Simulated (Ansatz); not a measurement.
The same path of FH + H2O + H4O2Si (12 atoms, charge 0, multiplicity 1) was run 3 times with different band settings. Lost on the way: Si1–O2, H6–F7, H8–O9. Made: Si1–F7, O2–H8, H6–O9.

Computed with Ansatz, RKS B3LYP/def2-SVP.

Relaxed end points:

```xyz
12
Properties=species:S:1:pos:R:3
Si -1.457 0.041 -0.501
O -0.874 -0.835 0.841
H -0.952 -0.767 -1.640
H -2.938 0.071 -0.428
O -0.931 1.594 -0.489
H 1.856 0.551 -0.094
F 1.713 1.329 -0.666
H 0.868 -0.876 0.912
O 1.830 -0.725 0.741
H -1.271 -0.593 1.689
H 0.041 1.702 -0.592
H 2.117 -1.493 0.227
```

```xyz
12
Properties=species:S:1:pos:R:3
Si -0.980 0.752 -0.638
O -0.565 -1.411 0.854
H -0.925 -0.407 -1.554
H -1.962 0.794 0.457
O -1.359 2.113 -1.518
H 1.835 -0.086 0.738
F 0.556 1.016 -0.073
H 0.411 -1.465 0.965
O 2.135 -0.956 1.056
H -0.888 -1.277 1.756
H -0.902 2.240 -2.358
H 2.644 -1.313 0.314
```

Common settings: optimiser quadratic models (default); start path through a guess of the saddle point; force threshold 0.05 eV/Å; iteration limit 60; end points relaxed.

| run | movable images | climbing image | spring |
| --- | --- | --- | --- |
| 1 | 7 | yes | 5.0 eV/Å² |
| 2 | 7 | yes | 0.5 eV/Å² |
| 3 | 8 | no | 5.0 eV/Å² |

Task: What does each run give, and how far can it be trusted?

Result: Run 1: converged after 15 iterations, highest image 0.693 eV above the first end. A vibrational analysis at the climbing image gives one clearly imaginary mode, 589i cm⁻¹: a first-order saddle point.
Run 2: converged after 16 iterations, highest image 0.693 eV above the first end. Another band between the same ends (7 images) ends at a top of the same energy, where a vibrational analysis finds 1 clearly imaginary mode.
Run 3: converged after 17 iterations, highest image 0.572 eV above the first end. No image climbed, so the highest image needn't sit at the top of the path.
The orbitals stay closed-shell, which can raise the energy where a bond breaks towards radicals; this wasn't checked here.
